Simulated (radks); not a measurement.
Question: Valence configurations of Ta I (all share [Xe]). Calculated with a radial shooting solver on a logarithmic mesh with Libxc functionals: scalar-relativistic Kohn-Sham, PBE, spin-polarised, spherical densities, finite nucleus; open shells are filled with parallel spins first (spin-orbit coupling, left out, can overturn this in heavy ions); Fermi nuclear charge, rms radius 5.3507 fm. Order these by energy: 4f12 5d5 6s2; 4f14 5d2 6s2 6p1; 4f14 5d3 6s2; 4f12 5d3 6s2 6p2; 4f13 5d4 6s2; 4f13 5d3 6s2 6p1; 4f14 5d3 6s1.5 6p0.5; 4f13 5d2 6s2 6p2; 4f11 5d5 6s1.5 6p1.5; 4f13 5d3 6s1.5 6p1.5.

Answer: From the lowest, in eV above it: 4f14 5d3 6s2 0.000; 4f14 5d3 6s1.5 6p0.5 1.435; 4f14 5d2 6s2 6p1 3.309; 4f13 5d4 6s2 23.345; 4f13 5d3 6s2 6p1 28.024; 4f13 5d3 6s1.5 6p1.5 29.662; 4f13 5d2 6s2 6p2 34.379; 4f12 5d5 6s2 53.366; 4f12 5d3 6s2 6p2 67.349; 4f11 5d5 6s1.5 6p1.5 99.478. NIST lists [Xe] 4f14 5d3 6s2 as the ground configuration; this level of theory agrees among the configurations tried. The energies are those of spherical high-spin densities, not of single terms.
